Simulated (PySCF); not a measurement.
A geometry optimisation, step by step.

C(SnH3)4, CH12Sn4.
Bonds: C1–Sn2, C1–Sn3, C1–Sn4, C1–Sn5. Hydrogens: H6, H7, H8 on Sn2; H9, H10, H11 on Sn3; H12, H13, H14 on Sn4; H15, H16, H17 on Sn5.

Method: PBE0-D3(BJ)/def2-SVP geometry optimisation, gas phase, def2 core potentials past Kr (PySCF 2.14.0); density fitting, grid level 1; the optimiser is geomeTRIC in internal coordinates, started from a GFN2-xTB structure with every atom displaced at random (about 0.03 Å). 6 of its 14 geometries are shown. The frame can shift and turn from step to step; on so coarse a grid that alone can change the energy by a few meV, and forces under 0.02 eV/Å are noise.

Step 0: E = -24553.0465 eV, largest atomic force 2.287 eV/Å
```
atom  x, y, z in Å  |  force x, y, z in eV/Å
C1      0.062   -0.077    0.013   -0.514   1.024  -0.674
Sn2     0.150   -1.943    0.986    1.169   0.394   0.459
Sn3     0.990    1.499    1.144    0.439  -0.977   0.948
Sn4    -2.000    0.556   -0.186   -0.804  -1.001   0.672
Sn5     0.877   -0.146   -2.017    0.697   1.266   1.493
H6     -0.511   -1.842    2.500   -0.415   0.087   0.821
H7      1.792   -2.361    1.124    0.278  -0.064   0.058
H8     -0.580   -3.069    0.093   -0.859  -1.175  -0.963
H9      0.300    1.703    2.696   -0.222  -0.075   0.020
H10     1.024    2.950    0.403   -0.126   1.160  -0.784
H11     2.595    1.035    1.443    0.353  -0.112  -0.008
H12    -2.261    1.808   -1.220    0.088   0.875  -0.819
H13    -2.776    1.034    1.275    0.284   0.017   0.166
H14    -3.022   -0.741   -0.703    0.218  -0.049  -0.090
H15     2.388   -0.817   -1.896    0.811  -0.358   0.025
H16    -0.061   -1.018   -2.951   -1.387  -1.270  -1.301
H17     1.004    1.428   -2.642   -0.010   0.257  -0.023
```

Step 3: E = -24553.5975 eV, largest atomic force 0.076 eV/Å
```
atom  x, y, z in Å  |  force x, y, z in eV/Å
C1      0.015   -0.019    0.014   -0.034   0.065  -0.020
Sn2     0.161   -1.942    1.000    0.058   0.029  -0.008
Sn3     1.039    1.502    1.177   -0.007  -0.054   0.025
Sn4    -2.076    0.541   -0.182    0.001  -0.020   0.030
Sn5     0.882   -0.116   -1.974    0.019   0.021   0.057
H6     -0.577   -1.837    2.545   -0.014  -0.005   0.015
H7      1.816   -2.367    1.172   -0.011   0.004   0.009
H8     -0.642   -3.116    0.046   -0.024  -0.040  -0.018
H9      0.273    1.653    2.706    0.009  -0.003  -0.003
H10     0.949    2.992    0.334    0.000   0.035  -0.010
H11     2.681    1.051    1.395    0.000   0.003  -0.013
H12    -2.198    1.843   -1.291   -0.006   0.014  -0.023
H13    -2.687    1.029    1.347    0.009  -0.002  -0.003
H14    -2.975   -0.802   -0.760    0.008   0.001  -0.003
H15     2.440   -0.827   -1.885    0.014  -0.011  -0.001
H16    -0.133   -1.061   -2.979   -0.027  -0.031  -0.034
H17     1.001    1.476   -2.604    0.004  -0.005  -0.001
```

Step 5: E = -24553.5995 eV, largest atomic force 0.038 eV/Å
```
atom  x, y, z in Å  |  force x, y, z in eV/Å
C1      0.000   -0.002    0.010    0.009  -0.004  -0.004
Sn2     0.159   -1.927    0.995   -0.032  -0.018   0.010
Sn3     1.039    1.502    1.178   -0.002   0.015  -0.016
Sn4    -2.091    0.546   -0.185    0.027   0.003  -0.013
Sn5     0.888   -0.121   -1.967   -0.008  -0.017  -0.023
H6     -0.603   -1.835    2.532    0.000   0.001  -0.006
H7      1.814   -2.332    1.193    0.005   0.005   0.002
H8     -0.624   -3.120    0.039    0.016   0.014   0.003
H9      0.307    1.625    2.725    0.005  -0.006   0.005
H10     0.937    3.011    0.365   -0.006  -0.008   0.012
H11     2.686    1.048    1.347    0.003   0.002  -0.002
H12    -2.225    1.839   -1.307   -0.006  -0.005   0.007
H13    -2.690    1.036    1.346   -0.010   0.002  -0.002
H14    -2.973   -0.810   -0.758   -0.008   0.001   0.006
H15     2.438   -0.851   -1.856   -0.005   0.001   0.006
H16    -0.122   -1.071   -2.982    0.008   0.013   0.014
H17     1.033    1.461   -2.614    0.003   0.001   0.001
```

Step 8: E = -24553.6048 eV, largest atomic force 0.139 eV/Å
```
atom  x, y, z in Å  |  force x, y, z in eV/Å
C1     -0.023    0.037   -0.011    0.064  -0.117   0.040
Sn2     0.125   -1.880    1.007   -0.037   0.015   0.025
Sn3     1.045    1.509    1.169    0.025   0.047  -0.023
Sn4    -2.109    0.566   -0.221   -0.055   0.035  -0.017
Sn5     0.920   -0.169   -1.953   -0.015   0.001  -0.025
H6     -0.820   -1.837    2.441    0.002   0.006  -0.015
H7      1.770   -2.167    1.405   -0.004  -0.006   0.004
H8     -0.458   -3.124   -0.024    0.019   0.014  -0.008
H9      0.518    1.424    2.800   -0.006  -0.009   0.003
H10     0.761    3.085    0.550   -0.022  -0.018  -0.004
H11     2.724    1.156    1.083   -0.006   0.010   0.004
H12    -2.292    1.795   -1.407    0.025  -0.004   0.006
H13    -2.703    1.128    1.289    0.006   0.005   0.001
H14    -2.994   -0.825   -0.704    0.006  -0.005   0.006
H15     2.408   -1.004   -1.748   -0.006   0.007  -0.013
H16    -0.110   -1.075   -2.986    0.004   0.017   0.008
H17     1.209    1.381   -2.631    0.001   0.002   0.009
```

Step 10: E = -24553.6134 eV, largest atomic force 0.121 eV/Å
```
atom  x, y, z in Å  |  force x, y, z in eV/Å
C1     -0.014    0.035   -0.015    0.027  -0.107   0.050
Sn2     0.102   -1.871    1.029    0.017   0.050  -0.001
Sn3     1.046    1.516    1.160    0.017   0.011  -0.012
Sn4    -2.097    0.575   -0.242   -0.060   0.038  -0.001
Sn5     0.936   -0.200   -1.950   -0.009   0.026   0.017
H6     -0.975   -1.853    2.366   -0.006  -0.002  -0.004
H7      1.713   -2.094    1.581   -0.010  -0.009   0.007
H8     -0.328   -3.133   -0.051    0.001  -0.013  -0.009
H9      0.655    1.302    2.819   -0.003  -0.004  -0.002
H10     0.601    3.096    0.661   -0.016   0.001  -0.011
H11     2.734    1.291    0.933   -0.008   0.008   0.001
H12    -2.271    1.760   -1.472    0.023  -0.001  -0.007
H13    -2.687    1.203    1.244    0.017   0.003   0.002
H14    -3.002   -0.823   -0.661    0.015  -0.005  -0.003
H15     2.384   -1.098   -1.734    0.001   0.001  -0.018
H16    -0.125   -1.049   -2.997   -0.007  -0.002  -0.013
H17     1.300    1.341   -2.612    0.000   0.004   0.005
```

Step 13: E = -24553.6188 eV, largest atomic force under 0.02 eV/Å
```
atom  x, y, z in Å  |  force x, y, z in eV/Å
C1      0.002    0.000    0.000   -0.015  -0.005   0.010
Sn2     0.097   -1.894    1.052    0.007  -0.002  -0.007
Sn3     1.040    1.514    1.153    0.000  -0.002  -0.001
Sn4    -2.073    0.581   -0.246    0.009  -0.002   0.002
Sn5     0.932   -0.201   -1.948    0.004   0.007  -0.003
H6     -1.061   -1.892    2.320   -0.002  -0.003  -0.001
H7      1.671   -2.101    1.705    0.000   0.003   0.001
H8     -0.247   -3.169   -0.047   -0.001   0.000   0.002
H9      0.719    1.266    2.822    0.000   0.002   0.000
H10     0.479    3.067    0.680    0.004   0.001   0.000
H11     2.728    1.393    0.865    0.001   0.000  -0.002
H12    -2.188    1.743   -1.504   -0.003  -0.001   0.000
H13    -2.646    1.259    1.224   -0.001   0.000   0.000
H14    -3.003   -0.806   -0.646   -0.002   0.002  -0.001
H15     2.369   -1.129   -1.798   -0.002  -0.003   0.001
H16    -0.159   -0.989   -3.016    0.000   0.001   0.000
H17     1.312    1.359   -2.555    0.001   0.000   0.001
```

Problem. Summarise the path.

Solution. The energy falls by 0.5724 eV from step 0 to step 13; nine tenths of that is first reached at step 2. It falls at every step. The largest force goes from 2.287 to under 0.02 eV/Å. Among the bonds Sn5–H16 changes most, from 1.586 to 1.717 Å; the atoms move by 0.384 Å rms after alignment.

Problem. Follow the three bonds and two angles with the largest change from start to end.

Solution. 
```
step  E above end (eV)  largest force (eV/Å)  Sn5–H16 (Å)  Sn2–H8 (Å)  Sn3–H10 (Å)  H13–Sn4–H14 (°)  C1–Sn4–H13 (°)
   0            0.5724                 2.287        1.586       1.612        1.630            101.3           115.6
   1            0.1060                 0.549        1.759       1.753        1.746            105.4           112.3
   2            0.0349                 0.240        1.732       1.727        1.724            107.7           111.0
   3            0.0214                 0.076        1.713       1.713        1.714            109.6           109.6
   4            0.0202                 0.038        1.715       1.715        1.716            109.9           109.4
   5            0.0193                 0.038        1.719       1.718        1.718            110.1           109.2
   6            0.0188                 0.050        1.719       1.718        1.718            110.1           109.1
   7            0.0171                 0.089        1.719       1.718        1.718            109.9           109.1
   8            0.0140                 0.139        1.718       1.717        1.717            109.5           109.2
   9            0.0096                 0.185        1.716       1.715        1.716            109.0           109.3
  10            0.0054                 0.121        1.716       1.716        1.716            109.1           109.4
  11            0.0011                 0.056        1.715       1.716        1.716            109.3           109.4
  12            0.0002                 0.033        1.716       1.717        1.717            109.6           109.3
  13            0.0000            under 0.02        1.717       1.717        1.717            109.7           109.2
```

The cost below is that of the whole optimisation. Hardware: one thread of an Intel Xeon at 2.50 GHz, shared host with 64 logical CPUs at a one-minute load of 63. Cost: 21 min wall, 17 min CPU, 0.92 GiB resident at most.
